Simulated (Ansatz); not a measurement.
ZnMeH (CH4Zn), 6 atoms. Hardware: 4 threads of Arm Neoverse V1 on a shared host.

The 6-31G sets use Cartesian d functions. Correlated methods freeze 10 core orbitals.

(1) How many basis functions does each of these Ansatz runs have, and roughly what does it cost? HF/def2-TZVP, charge 0 singlet, energy, from earlier orbitals; ωB97M-V/def2-TZVP, charge 0 singlet, energy, from earlier orbitals; HF/STO-3G, charge 0 singlet, energy; PBE0-D4/def2-TZVP, charge 1 doublet, energy, from earlier orbitals; PBE-D4/def2-TZVP, charge 1 doublet at the geometry of the charge 0 singlet, energy, from earlier orbitals; HF/6-31G, charge 0 singlet, energy; B3LYP-D4/6-31G, charge 0 singlet, energy; HSE06-D4/def2-TZVP, charge 0 singlet, energy, from earlier orbitals; B3LYP-D4/def2-TZVP, charge 0 singlet, energy, from earlier orbitals; PBE-D4/def2-TZVP, charge 0 triplet at the geometry of the charge 0 singlet, energy, from earlier orbitals; LC-ωPBE/def2-TZVP, charge 0 singlet, energy, from earlier orbitals; MP2/def2-TZVP, charge 0 singlet, energy, from earlier orbitals.

Results:

(1) Other jobs shared the machine, so times can vary by a factor of up to 3. A dash marks memory too small to be measured apart from the calling script's.

```csv
run,functions,fitting or Cholesky vectors,wall time,peak host memory (GiB)
"HF/STO-3G, charge 0 singlet, energy",27,279,0.1 s,–
"HF/6-31G, charge 0 singlet, energy",46,542,0.2 s,–
"HF/def2-TZVP, charge 0 singlet, energy, from earlier orbitals",103,1058,0.35 s,–
"B3LYP-D4/6-31G, charge 0 singlet, energy",46,542,0.45 s,–
"MP2/def2-TZVP, charge 0 singlet, energy, from earlier orbitals",103,811,0.45 s,–
"B3LYP-D4/def2-TZVP, charge 0 singlet, energy, from earlier orbitals",103,881,0.75 s,–
"HSE06-D4/def2-TZVP, charge 0 singlet, energy, from earlier orbitals",103,897,0.85 s,–
"LC-ωPBE/def2-TZVP, charge 0 singlet, energy, from earlier orbitals",103,816,0.85 s,–
"PBE-D4/def2-TZVP, charge 1 doublet at the geometry of the charge 0 singlet, energy, from earlier orbitals",103,816,1.1 s,–
"PBE0-D4/def2-TZVP, charge 1 doublet, energy, from earlier orbitals",103,897,1.3 s,–
"ωB97M-V/def2-TZVP, charge 0 singlet, energy, from earlier orbitals",103,853,2.6 s,–
"PBE-D4/def2-TZVP, charge 0 triplet at the geometry of the charge 0 singlet, energy, from earlier orbitals",103,816,6 s,–
```
